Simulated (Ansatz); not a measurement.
Problem. Name a neutral molecule of C, Cl, Ge, N and H with size of the dipole moment (PBE/def2-TZVPP) between 2.05 and 2.35 D and LUMO energy (ωB97M-V/def2-TZVPP) between 2.10 and 2.40 eV (Ansatz, PBE0-D4/def2-TZVP geometry).

Solution. `C[N](C)[Ge]([Cl])([N](C)C)[N](C)C` (2.10 D, 2.13 eV); `CC(C)[NH][Ge]([CH3])([CH3])[Cl]` (2.33 D, 2.14 eV). Other molecules can fit too; these were computed, each in one conformer that needn't be the lowest.
